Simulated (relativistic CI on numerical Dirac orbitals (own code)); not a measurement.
**Magnetism of Eu4+, 4f5, in a crystal field**

Calculated by Dirac-Coulomb-Breit CI, KLI orbitals optimised for each configuration, model QED (radiative potential, 1s self-energy scaled to tabulated hydrogen-like ionisation energies), valence Slater integrals scaled by 0.7, one configuration in a parametric crystal field (own radial code).

Field parameters in Wybourne normalisation; cubic f-shell fields have B⁴₄ = √(5/14) B⁴₀ and B⁶₄ = −√(7/2) B⁶₀. The field is a parameter set, without covalency.

S is read from ⟨S²⟩ = S(S + 1).

Powder χT (cm³ K mol⁻¹) by Van Vleck's formula, with temperature-independent terms:

```
                                                              Field      2 K     5 K    10 K    20 K    50 K  100 K  200 K  300 K
D4h, B20 = -60, B40 = -1250, B44 = -290, B60 = 790, B64 = -920 cm⁻¹   0.0515  0.0555  0.0618  0.0735   0.104  0.143  0.204  0.263
                                     Oh, B40 = 1560, B60 = 430 cm⁻¹  0.00932  0.0128  0.0185    0.03  0.0668  0.123  0.198   0.26
```

**Question.** For D4h, B20 = -60, B40 = -1250, B44 = -290, B60 = 790, B64 = -920 cm⁻¹: what effective moment follows at 300 K?

**Answer.** μ_eff = √(8χT) = 1.45 μB. The LS value g√(J(J + 1)) of the free ion's ⁶H°5/2 level is 0.85 μB.
